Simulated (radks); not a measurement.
The zinc ion Zn2+, 28 electrons, occupied as [Ne] 3s2 3p5.5 3d10 4s0.5 (fractional occupations, a model configuration).

Calculated with a radial shooting solver on a logarithmic mesh with Libxc functionals: scalar-relativistic Kohn-Sham, LDA (Slater exchange, Perdew-Wang correlation), spin-unpolarised, spherical densities, point nucleus.

Energy parts (hartree):
| part | energy |
|---|---|
| total | -1790.74140 |
| kinetic | 1818.57049 |
| electron-nucleus | -4292.75431 |
| Hartree | 751.45969 |
| exchange-correlation | -68.01728 |

Orbitals (lengths in bohr, moments of r in powers of bohr; <r^-3> diverges for s and p1/2):
| orbital | occ. | eigenvalue (hartree) | <r^-3> | <r^4> |
|---|---|---|---|---|
| 1s | 2 | -350.4120 | - | 0.00002997 |
| 2s | 2 | -43.44047 | - | 0.006367 |
| 2p | 6 | -37.83668 | 794.2 | 0.004703 |
| 3s | 2 | -5.66138 | - | 0.4667 |
| 3p | 5.5 | -3.99143 | 104.0 | 0.6268 |
| 3d | 10 | -1.28941 | 10.05 | 2.280 |
| 4s | 0.5 | -0.90447 | - | 43.37 |

The highest occupied level is 4s at -24.612 eV. The density falls to 0.001 e/bohr^3 at r = 3.16 bohr.
